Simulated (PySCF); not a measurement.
Compound: (CH3CH2)2CF2, C5H10F2.
SMILES with atom numbers: `[CH3:1][CH2:2][C:3]([F:4])([F:5])[CH2:6][CH3:7]` (hydrogens: H8, H9, H10 on C1; H11, H12 on C2; H13, H14 on C6; H15, H16, H17 on C7)

The same species was optimised twice, with GFN2-xTB and with PBE0-D3(BJ)/def2-SVP (PySCF), and the same property calculations (PySCF, gas phase) were run on both structures.

```
     coordinate  GFN2-xTB  PBE0-D3(BJ)/def2-SVP  change
      C3–C6 (Å)     1.528                 1.516  -0.012
      C2–C3 (Å)     1.526                 1.515  -0.011
      C1–C2 (Å)     1.526                 1.519  -0.007
      C3–F4 (Å)     1.372                 1.366  -0.006
      C6–C7 (Å)     1.523                 1.519  -0.004
      C3–F5 (Å)     1.369                 1.368  -0.001
   F4–C3–F5 (°)     104.3                 105.9    +1.6
   C3–C6–C7 (°)     113.1                 114.5    +1.4
   C1–C2–C3 (°)     111.7                 112.9    +1.2
   C2–C3–F4 (°)     109.6                 108.8    -0.8
   C2–C3–C6 (°)     115.7                 116.5    +0.8
   C2–C3–F5 (°)     109.5                 108.8    -0.7
   F5–C3–C6 (°)     109.2                 108.6    -0.6
   F4–C3–C6 (°)     108.0                 107.8    -0.2
C1–C2–C3–F4 (°)        52                    56      +4
C2–C3–C6–C7 (°)        59                    63      +4
```

Rotational constants: A = 3682, B = 1924, C = 1703 MHz (GFN2-xTB) against A = 3727, B = 1912, C = 1704 MHz (PBE0-D3(BJ)/def2-SVP). Point groups within 0.08 Å: C1 and C1.

On the GFN2-xTB structure: HOMO (eV) -8.99 [PBE0/pcSseg-1]; LUMO (eV) 1.42 [PBE0/pcSseg-1]; dipole (D) 2.29 [PBE0/pcSseg-1]; GIAO shielding of C1/C7 (mean) (ppm) 178.1 [PBE0/pcSseg-1]; GIAO shielding of C2/C6 (mean) (ppm) 152.6 [PBE0/pcSseg-1]; GIAO shielding of C3 (ppm) 56.4 [PBE0/pcSseg-1]; GIAO shielding of F4/F5 (mean) (ppm) 303.9 [PBE0/pcSseg-1].

**Question.** What do these properties become on the PBE0-D3(BJ)/def2-SVP structure?

**Answer.** 
```csv
property,level,on GFN2-xTB,on PBE0-D3(BJ)/def2-SVP,change
HOMO (eV),PBE0/pcSseg-1,-8.99,-9.03,-0.04
LUMO (eV),PBE0/pcSseg-1,1.42,1.39,-0.03
dipole (D),PBE0/pcSseg-1,2.29,2.21,-0.08
"energy, GFN2-xTB geometry as zero (kcal/mol)",PBE0/pcSseg-1,0.0,-0.6,-0.6
GIAO shielding of C1/C7 (mean) (ppm),PBE0/pcSseg-1,178.1,176.2,-1.9
GIAO shielding of C2/C6 (mean) (ppm),PBE0/pcSseg-1,152.6,152.4,-0.2
GIAO shielding of C3 (ppm),PBE0/pcSseg-1,56.4,58.6,+2.2
GIAO shielding of F4/F5 (mean) (ppm),PBE0/pcSseg-1,303.9,305.6,+1.7
```

The heavy atoms differ by 0.036 Å rms after alignment. Among bonds between heavy atoms C2–C3 and C3–C6 change most and about equally (-0.012 to -0.011 Å). Changes are differences of the printed values. Neither structure is proved a minimum here.

The values belong to the conformer `[CH3:1][CH2:2][C:3]([F:4])([F:5])[CH2:6][CH3:7]`: C1–C2–C3–F4 56°, C2–C3–C6–C7 63°.
